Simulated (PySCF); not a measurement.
PySCF 2.14 output of an unrestricted revPBE calculation on a single atom or ion in ANO-RCC-VTZP (8s7p5d3f2g1h, 104 functions), with the spin-free X2C one-electron Hamiltonian (Gaussian nucleus):

```
SCF conv_tol = 1e-09
number electrons alpha = 40  beta = 36
    Y. Zhang and W. Yang.,  Phys. Rev. Lett. 80, 890 (1998)
    J. P. Perdew, K. Burke, and M. Ernzerhof.,  Phys. Rev. Lett. 77, 3865 (1996)
    J. P. Perdew, K. Burke, and M. Ernzerhof.,  Phys. Rev. Lett. 78, 1396 (1997)
cycle= 1 E= -17255.4012880031  delta_E= -0.0272  |g|= 0.356  |ddm|= 0.275
cycle= 2 E= -17255.3837149384  delta_E= 0.0176  |g|= 0.568  |ddm|= 0.457
cycle= 3 E= -17255.4088906085  delta_E= -0.0252  |g|= 0.0457  |ddm|= 0.406
cycle= 4 E= -17255.409570581  delta_E= -0.00068  |g|= 0.00603  |ddm|= 0.0874
cycle= 5 E= -17255.4095969326  delta_E= -2.64e-05  |g|= 0.00349  |ddm|= 0.0275
cycle= 6 E= -17255.4096126294  delta_E= -1.57e-05  |g|= 0.00473  |ddm|= 0.0272
cycle= 7 E= -17255.4096075983  delta_E= 5.03e-06  |g|= 0.00472  |ddm|= 0.00714
cycle= 8 E= -17255.4095813366  delta_E= 2.63e-05  |g|= 0.011  |ddm|= 0.332
cycle= 9 E= -17255.4096980055  delta_E= -0.000117  |g|= 0.0016  |ddm|= 0.196
cycle= 10 E= -17255.4097122237  delta_E= -1.42e-05  |g|= 0.000108  |ddm|= 0.0594
cycle= 11 E= -17255.4097123063  delta_E= -8.27e-08  |g|= 2.12e-05  |ddm|= 0.00519
cycle= 12 E= -17255.4097123073  delta_E= -1e-09  |g|= 7.35e-06  |ddm|= 0.000281
cycle= 13 E= -17255.4097123076  delta_E= -2.73e-10  |g|= 7.31e-07  |ddm|= 0.000288
converged SCF energy = -17255.4097123076  <S^2> = 6.0105825  2S+1 = 5.0042312
```

The run itself started from symmetry-adapted Hartree-Fock orbitals and held the occupation by maximum overlap, on a logarithmic radial grid, so the iterations belong to that start.

Task: Which element, charge and spin multiplicity is this?

Result: Os (osmium, neutral), multiplicity 5; the state was [Xe] 4f14 5d6 6s2, high-spin 5D determinant.

Spin-orbit coupling, absent here, splits the open shell strongly.
